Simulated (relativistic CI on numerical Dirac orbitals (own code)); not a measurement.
## One change at a time: Mn II

Base calculation: Dirac-Coulomb-Breit CI, orbitals from a KLI potential per configuration, model QED, valence Slater integrals scaled by 0.85, P86 correlation energy added to each configuration.

CI space (outside the closed core [Ar]): 3d⁵4s, 3d⁶, 3d⁵4p, 3d⁴4s², 3d⁵4d, 3d⁵4f, 3d⁵5s, 3d⁴4s4p, 3d⁵5p, 3d³4s4p², 3d⁵6s, 3d⁵5d, 3d⁵6p. Levels of other configurations are missing.

Variants: (1) Slater integrals left unscaled; (2) self-excluded LDA correlation estimate; (3) only the first 3 configurations; (4) one mean potential for all configurations. Shifts of the energy above 3d⁵4s ⁷S3, in cm⁻¹, for the lowest level and the first level of each name with at least 55 % of one term (blank where a level changes its place among those of its configuration and J or its character, or is not in the variant):

| Level | Base | Δ(1) | Δ(2) | Δ(3) | Δ(4) | Measured |
| --- | --- | --- | --- | --- | --- | --- |
| 3d⁵4s ⁷S3 | 0.0 | 0.0 | 0.0 | 0.0 | 0.0 | 0.0 |
| 3d⁵4s ⁵S2 | 11490.2 | +2109.4 | +24.0 | +516.4 | +806.6 | 9473.0 |
| 3d⁶ ⁵D4 | 19383.3 | +4298.2 | -1019.1 | +1009.5 | -2269.1 | 14325.9 |
| 3d⁶ ⁵D3 | 19621.4 | +4295.1 | -1017.7 | +1025.3 | -2290.6 | 14593.8 |
| 3d⁶ ⁵D2 | 19789.7 | +4293.8 | -1016.8 | +1036.8 | -2305.3 | 14781.2 |
| 3d⁶ ⁵D1 | 19898.0 | +4293.1 | -1016.1 | +1044.4 | -2314.6 | 14901.2 |
| 3d⁶ ⁵D0 | 19951.1 | +4292.9 | -1015.8 | +1048.3 | -2319.1 | 14959.8 |
| 3d⁵4s ⁵G6 | 27570.5 | +4870.7 | +1.0 | +33.9 | -550.7 | 27547.2 |
| 3d⁵4s ⁵G5 | 27594.2 | +4868.7 | +1.0 | +34.2 | -551.4 | 27571.2 |
| 3d⁵4s ⁵G4 | 27607.6 | +4867.9 | +1.0 | +34.5 | -553.0 | 27583.6 |
| 3d⁵4s ⁵G3 | 27614.1 | +4867.8 | +1.0 | +34.8 | -555.0 | 27588.5 |
| 3d⁵4s ⁵G2 | 27616.7 | +4868.1 | +1.0 | +35.1 | -556.9 | 27589.3 |
| 3d⁵4s ⁵P3 | 31367.8 | +5524.2 | +2.3 | +166.4 | -600.3 |  |
| 3d⁵4s ⁵P2 | 31394.0 | +5520.3 | +2.4 | +166.7 | -596.0 |  |
| 3d⁵4s ⁵P1 | 31426.4 | +5515.0 | +2.6 | +166.9 | -588.6 |  |
| 3d⁵4s ⁵D4 | 33984.7 | +5983.2 | -5.6 | +154.6 | -711.3 |  |
| 3d⁵4s ⁵D0 | 34023.6 | +5979.4 | -6.7 | +158.5 | -714.2 |  |
| 3d⁵4s ⁵D1 | 34041.4 | +5976.3 | -6.4 | +158.0 | -708.6 |  |
| 3d⁵4s ⁵D3 | 34057.7 | +5972.7 | -5.6 | +155.9 | -698.7 |  |
| 3d⁵4s ⁵D2 | 34062.3 | +5972.6 | -6.0 | +157.1 | -701.2 |  |
| 3d⁵4s ³G5 | 34832.6 | +6255.7 | -39.4 | +387.9 | -165.5 |  |
| 3d⁵4s ³G4 | 34855.2 | +6248.4 | -23.2 | +388.4 | -169.3 |  |

Correlation outside the listed configurations is missing or only estimated: errors of thousands of cm⁻¹ between configurations and terms are usual at this charge. Rates and lifetimes follow the computed energies and can be off by large factors. The fine structure of a lone outer electron comes out too small, for d and f at times inverted, and misplaced configurations move strength between like terms. 17 of the 17 excited levels that our extract of the measured tables holds in this range could be paired (the sources list more); they are missed by 2088 cm⁻¹ on average and 5057 at most, and levels without a partner can miss by more.

Measured levels: NIST Handbook of Basic Atomic Spectroscopic Data (Sansonetti and Martin, J. Phys. Chem. Ref. Data 34, 1559 (2005)).

Ionisation energy from the two ground configurations alone: base 15.3 eV; Slater integrals left unscaled 15.37 eV; self-excluded LDA correlation estimate 15.53 eV. The NIST ASD value (measured) is 15.64 eV. The gap of more than 2 % comes from missing correlation.
